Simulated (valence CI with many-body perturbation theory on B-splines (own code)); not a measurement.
**Ag7+: magnetic and hyperfine properties of the levels**

Calculated by valence CI with perturbative core correlation (CI+MBPT): four valence electrons over a frozen Dirac-Fock core [Kr], radial functions for each j: 9 s, 9 p, 10 d, 8 f, 5 g, 3 h, 1 i, with the one-electron correlation potential Σ1 (screened to all orders), the two-electron term Σ2, the three-electron term Σ3, Breit, model QED; selected single and double excitations, second order for the rest, scaled by the run's own slope (own B-spline code, finite nucleus).

Against 28 measured levels this calculation errs by 389 cm⁻¹ on average and by 1561 at most. These come from a selection out of Atoms 5, 11 (2017), spectra Ag VII to Ag IX. Levels without a partner in it may be off by more, other configurations by 1,000 to 8,000 cm⁻¹. Among the levels kept, up to 270 cm⁻¹ of a level comes from second order outside the variational space, and about a tenth of that is noise between levels of different J, which matters for small intervals. Only levels of the ground parity were solved; by the run's estimate the other parity begins above the list, which can be wrong where configurations are misplaced.

A/g_I is the dipole constant over the nuclear g factor μ/I (μ in nuclear magnetons, uniformly magnetised nucleus), B/Q the quadrupole constant per barn. Both hold the static response of the core; the bare values leave it out. Large factors of s and p1/2 electrons are usually good to 5 to 10 %; those of open d and f shells near neutrality can be off by tens of per cent, and small factors of p3/2, d and f electrons come from cancelling terms and can be off by a factor of two or in sign, in half-filled shells by more. B is blank for J = 1/2, where it vanishes, and for nearly pure S terms. Energies count from the lowest level. Levels with J = 0 are left out.

Names give the largest LS component (configuration and term), which can be under half, so a name can repeat, a term be missing and a line seem to break the LS rules; names also repeat where a configuration has a term twice. Letters in brackets count levels of one name in rising energy.

```
          Level  E (eV)      g  A/g_I (MHz)  A/g_I bare  B/Q (MHz/b)  B/Q bare
       4d4 5D_1   0.163  1.499         -269         140          591       545
       4d4 5D_2   0.394  1.496        -79.8         338          395       362
       4d4 5D_3   0.650  1.492          108         534         -399      -377
       4d4 5D_4   0.917  1.487          280         711        -1750     -1630
       4d4 3H_4   2.780  0.880         1370        1250          892       821
       4d4 3H_5   3.127  1.056         1050        1100         1100      1020
       4d4 3G_3   3.302  0.894         1380        1270          113       103
   4d4 3P_1 [a]   3.323  1.458          264         661         -113      -109
       4d4 3H_6   3.356  1.151          954        1080          969       892
   4d4 3F_2 [a]   3.460  0.700         1660        1370         98.3      94.2
   4d4 3F_4 [a]   3.608  1.108          912         996         -232      -215
       4d4 3G_4   4.008  1.093         1010        1090         -334      -305
   4d4 3P_2 [a]   4.021  1.419          329         693          109      91.8
   4d4 3F_3 [a]   4.041  0.955         1130        1070         -231      -204
       4d4 3G_5   4.274  1.177          792         938         -708      -655
       4d4 3D_3   4.618  1.312          590         863          331       303
       4d4 1I_6   4.734  1.015         1130        1130         1710      1590
       4d4 3D_2   4.795  1.191          872        1040          417       383
       4d4 3D_1   4.903  0.546         1990        1570          264       242
   4d4 1G_4 [a]   5.302  1.033          977         990         -590      -544
   4d4 1D_2 [a]   6.028  1.035         1100        1120          665       614
       4d4 1F_3   6.448  1.019         1090        1090         1890      1760
   4d4 3P_2 [b]   7.371  1.449          279         672          421       396
   4d4 3F_4 [b]   7.564  1.232          613         805         1560      1440
   4d4 3F_2 [b]   7.650  0.708         1850        1580         1400      1290
   4d4 3F_3 [b]   7.765  1.077         1070        1130         1520      1400
   4d4 3P_1 [b]   7.923  1.496         -199         215         -414      -379
   4d4 1G_4 [b]   8.586  1.015         1180        1180          869       809
   4d4 1D_2 [b]  11.055  1.000         1140        1130        -2010     -1860
    4d3 5s 5F_1  34.818  0.016        -3900       -3860         -260      -240
    4d3 5s 5F_2  35.011  0.999         2750        2540         -241      -226
    4d3 5s 5F_3  35.305  1.247         3400        3250         -349      -330
    4d3 5s 5F_4  35.656  1.343         3390        3310         -550      -520
    4d3 5s 5F_5  36.022  1.387         3360        3320         -818      -772
4d3 5s 3F_2 [a]  36.414  0.697         2560        2210         -685      -637
```

**Question.** Take the isotope of mass number 107, with I = 1/2, μ = -0.11352 μN. What is the hyperfine structure of 4d4 3G_3?

**Answer.** From the table A = -312 MHz. Shifts from the centre of gravity in MHz: F = 5/2: 624, F = 7/2: -468.
